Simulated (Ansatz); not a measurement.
Relaxation of the cluster Sr₅Te₅⁺ (charge 1, doublet) with UKS r2SCAN-D4/def2-SVP in Ansatz.

Positions (Å) and forces (eV/Å) at steps 29, 30, 31, 32, 33, 34, 35 of 35:

```xyz
10
step=29 energy=-40673.1283 eV
Sr    0.639   -1.776    3.541   -0.098   -0.019   -0.074
Sr    1.457   -3.628   -0.909    0.065    0.083   -0.053
Sr    2.103   -5.159    2.890    0.046    0.043   -0.151
Sr    2.082    0.252    0.219   -0.587    0.269    0.274
Sr   -1.861   -1.437    0.174    0.009    0.012   -0.098
Te    3.321   -2.432    1.476   -0.022   -0.175    0.156
Te    0.387   -0.973   -2.096   -0.063   -0.139    0.033
Te   -0.885    0.605    2.283    0.623    0.044   -0.350
Te    1.708   -3.911    5.739    0.035   -0.090    0.140
Te   -0.616   -4.261    1.425   -0.008   -0.028    0.122
10
step=30 energy=-40673.3354 eV
Sr    0.613   -1.797    3.589   -0.077   -0.003   -0.101
Sr    1.482   -3.638   -0.887    0.022    0.140   -0.038
Sr    2.126   -5.155    2.840    0.026    0.097    0.020
Sr    1.957    0.307    0.222   -0.386    0.166    0.192
Sr   -1.826   -1.426    0.174   -0.016    0.016   -0.069
Te    3.265   -2.372    1.530    0.024   -0.196    0.079
Te    0.363   -1.047   -2.147   -0.037   -0.074    0.118
Te   -0.714    0.669    2.213    0.410   -0.046   -0.300
Te    1.696   -3.999    5.761    0.028   -0.081    0.002
Te   -0.628   -4.260    1.448    0.007   -0.018    0.097
10
step=31 energy=-40673.3730 eV
Sr    0.545   -1.773    3.552    0.282   -0.626    0.299
Sr    1.491   -3.591   -0.876    0.021   -0.058    0.089
Sr    2.152   -5.119    2.851   -0.009   -0.054   -0.005
Sr    1.914    0.341    0.230    0.052   -0.022   -0.037
Sr   -1.862   -1.434    0.161    0.004   -0.064   -0.033
Te    3.280   -2.407    1.565   -0.036    0.100   -0.055
Te    0.308   -1.060   -2.123   -0.023    0.069   -0.009
Te   -0.567    0.649    2.128   -0.202    0.419   -0.180
Te    1.710   -4.066    5.780   -0.077    0.142   -0.071
Te   -0.638   -4.259    1.475   -0.013    0.092    0.001
10
step=32 energy=-40673.3391 eV rejected
Sr    0.617   -1.822    3.489   -0.138    0.136   -0.036
Sr    1.477   -3.567   -0.851    0.038   -0.054   -0.027
Sr    2.150   -5.169    2.840    0.027    0.028    0.014
Sr    1.985    0.345    0.306   -0.047    0.093   -0.155
Sr   -1.956   -1.522    0.189    0.242    0.241    0.021
Te    3.324   -2.422    1.542   -0.032   -0.094    0.085
Te    0.296   -0.999   -1.986   -0.055   -0.081   -0.229
Te   -0.598    0.724    1.993   -0.061   -0.275    0.293
Te    1.681   -3.994    5.740    0.002   -0.016   -0.025
Te   -0.641   -4.293    1.478    0.025    0.023    0.060
10
step=33 energy=-40673.4111 eV
Sr    0.576   -1.830    3.560    0.000   -0.009    0.001
Sr    1.490   -3.596   -0.837   -0.023    0.068   -0.048
Sr    2.171   -5.165    2.836   -0.026    0.064    0.015
Sr    1.913    0.351    0.224   -0.032    0.027    0.022
Sr   -1.857   -1.438    0.151   -0.005    0.041    0.028
Te    3.267   -2.387    1.575    0.038   -0.043   -0.011
Te    0.313   -1.050   -2.124    0.033   -0.074    0.007
Te   -0.593    0.685    2.107    0.009   -0.010   -0.020
Te    1.691   -4.049    5.745    0.002   -0.009    0.016
Te   -0.637   -4.239    1.507    0.005   -0.053   -0.009
10
step=34 energy=-40673.4132 eV
Sr    0.579   -1.839    3.552   -0.005    0.013    0.000
Sr    1.491   -3.593   -0.858    0.016   -0.032    0.005
Sr    2.163   -5.145    2.851    0.008   -0.007   -0.032
Sr    1.896    0.350    0.233    0.035    0.023   -0.015
Sr   -1.847   -1.427    0.165   -0.033   -0.005   -0.009
Te    3.279   -2.397    1.555   -0.006   -0.006    0.018
Te    0.315   -1.063   -2.127   -0.014    0.026    0.000
Te   -0.593    0.694    2.120    0.004   -0.030    0.010
Te    1.684   -4.044    5.766   -0.010    0.014    0.004
Te   -0.634   -4.254    1.486    0.005    0.004    0.021
10
step=35 energy=-40673.4141 eV
Sr    0.578   -1.838    3.554    0.001    0.002   -0.005
Sr    1.493   -3.596   -0.855   -0.006    0.010    0.004
Sr    2.164   -5.145    2.845    0.004   -0.002   -0.007
Sr    1.910    0.359    0.229   -0.014   -0.014   -0.002
Sr   -1.861   -1.431    0.162    0.017    0.002   -0.002
Te    3.279   -2.395    1.559   -0.002   -0.005    0.004
Te    0.313   -1.060   -2.120   -0.002    0.005    0.002
Te   -0.589    0.685    2.113    0.001   -0.001    0.000
Te    1.684   -4.044    5.763   -0.006    0.005    0.000
Te   -0.636   -4.253    1.491    0.006   -0.001    0.006
```

In the def2 sets Sr, Te take a core potential; there is no spin–orbit coupling. The relaxation made no stability test and no search for a lower SCF solution. The structure comes from a short search, and lower isomers may exist.
